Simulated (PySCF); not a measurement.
H4ClGeN, SMILES [NH2][GeH2][Cl], PBE0/def2-SVP optimised geometry.

```
7

Ge     0.02    -0.79     0.00
N     -0.55     0.93     0.00
Cl    -0.58    -1.90     1.78
H      1.56    -0.79     0.00
H     -0.62    -1.52    -1.19
H     -1.56     1.05    -0.03
H     -0.16     1.52     0.74
```

Density from PBE0/def2-TZVP (PySCF) at that geometry.

Minimum of the electron density along straight lines between bonded atoms, close to the bond critical point (lines longer than 1.1 times the sum of covalent radii, or with two minima, are not listed):

```tsv
bond	length / Å	ρ at the minimum / e bohr⁻³	∇²ρ there / e bohr⁻⁵	position (fraction from the first atom)
Ge1–N2	1.815	0.147	0.46	0.47
Ge1–Cl3	2.185	0.098	0.16	0.43
Ge1–H4	1.532	0.138	0.04	0.59
Ge1–H5	1.532	0.137	0.04	0.59
N2–H6	1.017	0.331	-1.60	0.74
N2–H7	1.017	0.331	-1.60	0.74
```
